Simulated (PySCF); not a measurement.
C4H4N (SMILES [c]1ccc[nH]1), doublet, at a GFN2-xTB geometry; M06/STO-3G (PySCF).

The PySCF input:
```python
from pyscf import gto, scf, dft

mol = gto.Mole()
mol.atom = '''
    H    -0.003065    0.077358    2.151395
    N    -0.001736    0.064789    1.145774
    C    -0.005442    1.142965    0.340320
    C     0.004160   -1.051983    0.356335
    C    -0.002191    0.778838   -0.965071
    C     0.004021   -0.643085   -0.948739
    H     0.007941   -2.036838    0.779934
    H    -0.003873    1.411739   -1.827310
    H     0.007859   -1.266196   -1.821507
'''
mol.basis = 'sto-3g'
mol.charge = 0
mol.spin = 1
mol.verbose = 4
mol.build()

mf = dft.UKS(mol)
mf.xc = 'm06'
mf.kernel()
mf.analyze()
```

The log (banner, timings and long lists left out):

```
PySCF version 2.14.0

[INPUT] verbose = 4
[INPUT] num. atoms = 9
[INPUT] num. electrons = 35
[INPUT] charge = 0
[INPUT] spin (= nelec alpha-beta = 2S) = 1
[INPUT] symmetry False subgroup None
[INPUT] Mole.unit = angstrom
[INPUT] Symbol           X                Y                Z      unit          X                Y                Z       unit  Magmom
[INPUT]  1 H     -0.003065000000   0.077358000000   2.151395000000 AA   -0.005792010572   0.146185433544   4.065547335759 Bohr   0.0
[INPUT]  2 N     -0.001736000000   0.064789000000   1.145774000000 AA   -0.003280564552   0.122433465884   2.165199060647 Bohr   0.0
[INPUT]  3 C     -0.005442000000   1.142965000000   0.340320000000 AA   -0.010283889570   2.159890819964   0.643111594712 Bohr   0.0
[INPUT]  4 C      0.004160000000  -1.051983000000   0.356335000000 AA    0.007861260678  -1.987959757698   0.673375558597 Bohr   0.0
[INPUT]  5 C     -0.002191000000   0.778838000000  -0.965071000000 AA   -0.004140389939   1.471790515404  -1.823719880760 Bohr   0.0
[INPUT]  6 C      0.004021000000  -0.643085000000  -0.948739000000 AA    0.007598588747  -1.215254524816  -1.792856873694 Bohr   0.0
[INPUT]  7 H      0.007941000000  -2.036838000000   0.779934000000 AA    0.015006315155  -3.849065980107   1.473861655237 Bohr   0.0
[INPUT]  8 H     -0.003873000000   1.411739000000  -1.827310000000 AA   -0.007318909280   2.667800069367  -3.453115444679 Bohr   0.0
[INPUT]  9 H      0.007859000000  -1.266196000000  -1.821507000000 AA    0.014851357613  -2.392763660020  -3.442149363978 Bohr   0.0

nuclear repulsion = 153.581316492696
number of shells = 19
number of NR pGTOs = 87
number of NR cGTOs = 29
basis = sto-3g
ecp = {}

******** <class 'pyscf.dft.uks.UKS'> ********
method = UKS
initial guess = minao
damping factor = 0
level_shift factor = 0
DIIS = <class 'pyscf.scf.diis.CDIIS'>
diis_start_cycle = 1
diis_space = 8
diis_damp = 0
SCF conv_tol = 1e-09
SCF conv_tol_grad = None
SCF max_cycles = 50
direct_scf = True
direct_scf_tol = 1e-13
number electrons alpha = 18  beta = 17
XC library pyscf.dft.libxc version 7.1.2
    S. Lehtola, C. Steigemann, M. J. T. Oliveira, and M. A. L. Marques,  SoftwareX 7, 1–5 (2018)
XC functionals = m06
    Y. Zhao and D. G. Truhlar,  Theor. Chem. Acc. 120, 215 (2008)
    Y. Zhao and D. G. Truhlar,  Theor. Chem. Acc. 120, 215 (2008)
radial grids:
    Treutler-Ahlrichs [JCP 102, 346 (1995); DOI:10.1063/1.469408] (M4) radial grids

becke partition: Becke, JCP 88, 2547 (1988); DOI:10.1063/1.454033
pruning grids: <function nwchem_prune>
grids dens level: 3
symmetrized grids: False
atomic radii adjust function: <function treutler_atomic_radii_adjust>
small_rho_cutoff = 0
Set gradient conv threshold to 3.16228e-05
tot grids = 109608
init E= -207.87233973333

cycle= 1 E= -206.610250714505  delta_E= 1.26  |g|= 0.17  |ddm|= 3.13
cycle= 2 E= -206.612749922154  delta_E= -0.0025  |g|= 0.194  |ddm|= 0.521
cycle= 3 E= -206.636376701014  delta_E= -0.0236  |g|= 0.0473  |ddm|= 0.301
cycle= 4 E= -206.638068206433  delta_E= -0.00169  |g|= 0.0121  |ddm|= 0.0795
cycle= 5 E= -206.638216583993  delta_E= -0.000148  |g|= 0.0064  |ddm|= 0.03
cycle= 6 E= -206.638252824964  delta_E= -3.62e-05  |g|= 0.00213  |ddm|= 0.0115
cycle= 7 E= -206.638264330703  delta_E= -1.15e-05  |g|= 0.00115  |ddm|= 0.00824
cycle= 8 E= -206.638267290956  delta_E= -2.96e-06  |g|= 0.000771  |ddm|= 0.00479
cycle= 9 E= -206.638268148245  delta_E= -8.57e-07  |g|= 0.000169  |ddm|= 0.00242
cycle= 10 E= -206.638268249005  delta_E= -1.01e-07  |g|= 4.88e-05  |ddm|= 0.00101
cycle= 11 E= -206.638268256461  delta_E= -7.46e-09  |g|= 1.98e-05  |ddm|= 0.000258
cycle= 12 E= -206.638268257025  delta_E= -5.65e-10  |g|= 1.08e-05  |ddm|= 6.45e-05
Extra cycle  E= -206.638268257064  delta_E= -3.89e-11  |g|= 1.14e-05  |ddm|= 3.41e-05
converged SCF energy = -206.638268257064  <S^2> = 0.76175157  2S+1 = 2.0117173
**** SCF Summaries ****
Total Energy =                        -206.638268257064226
Nuclear Repulsion Energy =             153.581316492695976
One-electron Energy =                 -583.594984213769294
Two-electron Energy =                  223.375399464009121
Two-electron Coulomb Energy =          253.320628445188646
DFT Exchange-Correlation Energy =      -29.945228981179518
**** MO energy ****
                             alpha | beta                alpha | beta
MO #1   energy= -14.309412741924   | -14.3095433759327  occ= 1 | 1
MO #2   energy= -10.0811355160888  | -10.0810605136386  occ= 1 | 1
MO #3   energy= -10.0738040743695  | -10.0561640823974  occ= 1 | 1
MO #4   energy= -10.0394989789198  | -10.0386752815791  occ= 1 | 1
MO #5   energy= -10.0358999765907  | -10.0363706785564  occ= 1 | 1
MO #6   energy= -0.955978674954586 | -0.948985654997638 occ= 1 | 1
MO #7   energy= -0.743207034781605 | -0.739684163741936 occ= 1 | 1
MO #8   energy= -0.676828777789287 | -0.662078892950275 occ= 1 | 1
MO #9   energy= -0.565813241557564 | -0.563507097144691 occ= 1 | 1
MO #10  energy= -0.531577752900354 | -0.524771136745278 occ= 1 | 1
MO #11  energy= -0.473461234073237 | -0.453083598130602 occ= 1 | 1
MO #12  energy= -0.40038253298013  | -0.395811968364783 occ= 1 | 1
MO #13  energy= -0.378613348680225 | -0.370910853184061 occ= 1 | 1
MO #14  energy= -0.3566405058684   | -0.34884779217692  occ= 1 | 1
MO #15  energy= -0.339700331779932 | -0.332415756986916 occ= 1 | 1
MO #16  energy= -0.204226042002287 | -0.195474393203261 occ= 1 | 1
MO #17  energy= -0.193549163579809 | -0.15169851291228  occ= 1 | 1
MO #18  energy= -0.168239663557663 | 0.0430127606947242 occ= 1 | 0
MO #19  energy= 0.148288620883996  | 0.162821821925363  occ= 0 | 0
MO #20  energy= 0.206253468983036  | 0.214991291934066  occ= 0 | 0
MO #21  energy= 0.320870324253727  | 0.323178910968501  occ= 0 | 0
MO #22  energy= 0.411407774618995  | 0.41833596166305   occ= 0 | 0
MO #23  energy= 0.433639997879889  | 0.443295554810631  occ= 0 | 0
MO #24  energy= 0.442653203209367  | 0.445831152040738  occ= 0 | 0
MO #25  energy= 0.503195346822869  | 0.505442311442637  occ= 0 | 0
MO #26  energy= 0.537388190949782  | 0.551584529580523  occ= 0 | 0

To work with the spin densities directly, `use mulliken_meta_spin()` only printing them here.

 ** Mulliken spin pop alpha/beta on meta-lowdin orthogonal AOs **
 ** Mulliken Spin Density (per AO)  **
spin_pop of  0 H 1s        0.00534
spin_pop of  1 N 1s        0.00000
spin_pop of  1 N 2s       -0.00157
spin_pop of  1 N 2px      -0.01561
spin_pop of  1 N 2py      -0.00178
spin_pop of  1 N 2pz      -0.00402
spin_pop of  2 C 1s        0.00000
spin_pop of  2 C 2s        0.22678
spin_pop of  2 C 2px       0.09675
spin_pop of  2 C 2py       0.56120
spin_pop of  2 C 2pz       0.14975
spin_pop of  3 C 1s        0.00000
spin_pop of  3 C 2s        0.00627
spin_pop of  3 C 2px      -0.03288
spin_pop of  3 C 2py       0.01231
spin_pop of  3 C 2pz       0.00320
spin_pop of  4 C 1s        0.00001
spin_pop of  4 C 2s       -0.00454
spin_pop of  4 C 2px      -0.06176
spin_pop of  4 C 2py      -0.00050
spin_pop of  4 C 2pz       0.00147
spin_pop of  5 C 1s        0.00000
spin_pop of  5 C 2s        0.00978
spin_pop of  5 C 2px       0.01352
spin_pop of  5 C 2py       0.02064
spin_pop of  5 C 2pz       0.00122
spin_pop of  6 H 1s        0.00416
spin_pop of  7 H 1s        0.00731
spin_pop of  8 H 1s        0.00295
 ** Mulliken Spin Density (per atom)  **
spin density of  0 H =      0.00534
spin density of  1 N =     -0.02298
spin density of  2 C =      1.03447
spin density of  3 C =     -0.01110
spin density of  4 C =     -0.06531
spin density of  5 C =      0.04517
spin density of  6 H =      0.00416
spin density of  7 H =      0.00731
spin density of  8 H =      0.00295
 ** Mulliken pop alpha/beta on meta-lowdin orthogonal AOs **
 ** Mulliken pop       alpha | beta **
pop of  0 H 1s        0.41156 | 0.40622
pop of  1 N 1s        0.99987 | 0.99987
pop of  1 N 2s        0.61279 | 0.61436
pop of  1 N 2px       0.77301 | 0.78862
pop of  1 N 2py       0.57844 | 0.58022
pop of  1 N 2pz       0.56955 | 0.57357
pop of  2 C 1s        0.99987 | 0.99987
pop of  2 C 2s        0.68848 | 0.46170
pop of  2 C 2px       0.58475 | 0.48800
pop of  2 C 2py       0.69535 | 0.13415
pop of  2 C 2pz       0.53568 | 0.38593
pop of  3 C 1s        0.99982 | 0.99981
pop of  3 C 2s        0.51064 | 0.50437
pop of  3 C 2px       0.55885 | 0.59174
pop of  3 C 2py       0.46526 | 0.45295
pop of  3 C 2pz       0.48295 | 0.47976
pop of  4 C 1s        0.99980 | 0.99980
pop of  4 C 2s        0.50560 | 0.51014
pop of  4 C 2px       0.53133 | 0.59309
pop of  4 C 2py       0.49308 | 0.49357
pop of  4 C 2pz       0.50139 | 0.49992
pop of  5 C 1s        0.99980 | 0.99980
pop of  5 C 2s        0.51563 | 0.50585
pop of  5 C 2px       0.55205 | 0.53853
pop of  5 C 2py       0.50242 | 0.48178
pop of  5 C 2pz       0.50179 | 0.50056
pop of  6 H 1s        0.47626 | 0.47210
pop of  7 H 1s        0.47731 | 0.47000
pop of  8 H 1s        0.47666 | 0.47371
In total            18.00000 | 17.00000
 ** Mulliken atomic charges   ( Nelec_alpha | Nelec_beta ) **
charge of  0H =      0.18223  (     0.41156      0.40622 )
charge of  1N =     -0.09030  (     3.53366      3.55664 )
charge of  2C =      0.02621  (     3.50413      2.46966 )
charge of  3C =     -0.04615  (     3.01753      3.02863 )
charge of  4C =     -0.12772  (     3.03120      3.09652 )
charge of  5C =     -0.09822  (     3.07169      3.02653 )
charge of  6H =      0.05164  (     0.47626      0.47210 )
charge of  7H =      0.05269  (     0.47731      0.47000 )
charge of  8H =      0.04962  (     0.47666      0.47371 )
Dipole moment(X, Y, Z, Debye): -0.00145, -0.25520,  1.99367
```
